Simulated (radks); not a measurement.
V XIX, configuration [He] 2s2 2p1.

Calculated with a radial shooting solver on a logarithmic mesh with Libxc functionals: scalar-relativistic Kohn-Sham, Slater X-alpha with alpha = 0.889, spin-polarised, spherical densities, point nucleus; open shells are filled with parallel spins first.

Energy parts (eV):
| part | energy |
|---|---|
| total | -18611.012 |
| kinetic | 18848.595 |
| electron-nucleus | -38740.828 |
| Hartree | 1964.017 |
| exchange | -682.797 |

Orbitals (lengths in bohr, moments of r in powers of bohr; r(90%) holds 90 % of the orbital's charge):
| orbital | occ. | eigenvalue (eV) | r(90%) | <r^2> | <r^4> |
|---|---|---|---|---|---|
| 1s up | 1 | -6398.211 | 0.118 | 0.005836 | 0.00008685 |
| 1s down | 1 | -6389.379 | 0.117 | 0.005819 | 0.00008633 |
| 2s up | 1 | -1387.371 | 0.426 | 0.09070 | 0.01367 |
| 2s down | 1 | -1372.013 | 0.428 | 0.09159 | 0.01396 |
| 2p up | 1 | -1327.620 | 0.385 | 0.06912 | 0.009094 |
| 2p down | 0 | -1309.066 | 0.388 | 0.07003 | 0.009360 |

The highest occupied level is 2p up at -1327.6 eV. The density falls to 0.001 e/bohr^3 at r = 0.85 bohr.
